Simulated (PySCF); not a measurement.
C4H6NO, SMILES C1CCC(=O)[N]1, multiplicity 2. Atoms are numbered in the order given.

```xyz
12

O      1.9225    -0.6738    -0.4673
C      0.7971    -0.2898    -0.2266
C      0.3906     1.1215     0.1825
C     -1.0231     0.9332     0.7141
C     -1.4706    -0.3482    -0.0120
N     -0.3145    -1.1254    -0.3233
H      0.4134     1.7518    -0.7236
H      1.1137     1.5491     0.8898
H     -1.0044     0.7541     1.8006
H     -1.6925     1.7851     0.5327
H     -1.9648    -0.1117    -0.9803
H     -2.2074    -0.9604     0.5349
```
Charge 0, spin multiplicity 2.

Coordinates come from a PBE0-D3(BJ)/def2-SVP optimisation. The isomer is the one that the SMILES or the coordinates give; other isomers of the formula were not compared. Other conformers were not sampled.

All values below come from PBE0/pcH-1 run with PySCF.

Unrestricted Kohn–Sham, ⟨S²⟩ = 0.769. Hyperfine tensors hold the contact and dipolar terms, without spin-orbit corrections.

Computed hyperfine couplings:
```json
[
 {"nucleus": "17O no. 1", "A(iso) (MHz)": "-17.2", "A(iso) (G)": "-6.1", "dipolar principal values (MHz)": "-91.0, 44.9, 46.1"},
 {"nucleus": "13C no. 2", "A(iso) (MHz)": "-41.8", "A(iso) (G)": "-14.9", "dipolar principal values (MHz)": "-23.0, 7.3, 15.7"},
 {"nucleus": "13C no. 3", "A(iso) (MHz)": "-1.7", "A(iso) (G)": "-0.6", "dipolar principal values (MHz)": "-1.2, -0.4, 1.5"},
 {"nucleus": "13C no. 4", "A(iso) (MHz)": "5.9", "A(iso) (G)": "2.1", "dipolar principal values (MHz)": "-1.5, -1.1, 2.6"},
 {"nucleus": "13C no. 5", "A(iso) (MHz)": "-32.3", "A(iso) (G)": "-11.5", "dipolar principal values (MHz)": "-4.3, 1.3, 3.0"},
 {"nucleus": "14N no. 6", "A(iso) (MHz)": "24.6", "A(iso) (G)": "8.8", "dipolar principal values (MHz)": "-35.3, -34.1, 69.4"},
 {"nucleus": "1H no. 7", "A(iso) (MHz)": "-7.6", "A(iso) (G)": "-2.7", "dipolar principal values (MHz)": "-2.7, -1.1, 3.8"},
 {"nucleus": "1H no. 8", "A(iso) (MHz)": "-1.9", "A(iso) (G)": "-0.7", "dipolar principal values (MHz)": "-2.0, -0.9, 3.0"},
 {"nucleus": "1H no. 9", "A(iso) (MHz)": "0.8", "A(iso) (G)": "0.3", "dipolar principal values (MHz)": "-2.5, -2.1, 4.7"},
 {"nucleus": "1H no. 10", "A(iso) (MHz)": "-1.9", "A(iso) (G)": "-0.7", "dipolar principal values (MHz)": "-2.0, -1.5, 3.5"},
 {"nucleus": "1H no. 11", "A(iso) (MHz)": "181.4", "A(iso) (G)": "64.7", "dipolar principal values (MHz)": "-6.4, -2.7, 9.1"},
 {"nucleus": "1H no. 12", "A(iso) (MHz)": "80.3", "A(iso) (G)": "28.6", "dipolar principal values (MHz)": "-5.4, -3.4, 8.8"}
]
```
